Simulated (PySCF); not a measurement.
# Two-component Hartree-Fock for Zr (zirconium, neutral)

Start: [Kr] 4d2 5s1 5p1; 4d5/2 filled at m_j = +3/2, +5/2; 5s1/2 filled at m_j = +1/2; 5p3/2 filled at m_j = +3/2. Calculated with PySCF 2.14 in x2c-SVPall-2c with one added diffuse shell each of s, p, d type (7s9p7d1f, 76 functions): generalised Hartree-Fock with the X2C-1e Hamiltonian and a Gaussian nucleus; one run each with spin-orbit coupling (SO) switched off, then screened by Boettger's factors. This is a chosen level, not necessarily the ground level.

```csv
spinor shell,electrons,"ε, spin-free (eV)","ε, screened SO (eV)",weight of nominal j (screened SO),"rms radius, screened SO (bohr)"
1s1/2,2,-18095.9,-18095.2,1.000,0.0426
2s1/2,2,-2579.2,-2579.0,1.000,0.176
2p1/2,2,-2294.6,-2354.0,1.000,0.154
2p3/2,4,-2294.6,-2266.7,1.000,0.158
3s1/2,2,-454.58,-454.60,1.000,0.488
3p1/2,2,-358.97,-368.85,1.000,0.489
3d3/2,4,-201.84,-203.35,0.991,0.494
3d5/2,6,-201.84,-200.91,0.994,0.497
4s1/2,2,-69.142,-69.197,1.000,1.30
4p3/2,4,-41.668,-41.127,0.913,1.47
4p1/2,2,-41.668,-42.999,0.826,1.46
4d5/2,2,-9.702,-9.700,0.892,2.47
5s1/2,1,-8.095,-8.110,0.993,4.02
5p3/2,1,-4.779,-4.736,1.000,5.01
```

(1) Where does 3p3/2 lie, and what is the 3p spin-orbit splitting (screened SO)?

| quantity | spin-free | screened SO |
| --- | --- | --- |
| E (hartree) | -3595.67628 | -3596.00212 |
| M_J | 6 | 6 |
| ⟨J²⟩ | 42.017 | 42.017 |
| ⟨L²⟩ | 20.016 | 20.027 |
| ⟨S²⟩ | 6.001 | 6.007 |

Each row is a mean over spinors that exchange with the open shell spreads, by up to 4.892 eV (4p3/2).

Rows whose weight is well below 1 are mixtures of j = l ± 1/2: exchange outweighs spin-orbit coupling there, and the label is only the starting occupation.

Breit and QED terms are absent; they matter most for the inner s and p1/2 levels.

Densities and radii are taken from the X2C orbitals without a picture-change correction, which distorts them close to the nucleus.

Without spin-orbit coupling the j labels of p, d and f shells carry no meaning; the spin-free column gives the mean over the occupied spinors of each nl shell.

Results:

(1) At -354.39 eV, 14.459 eV above 3p1/2.
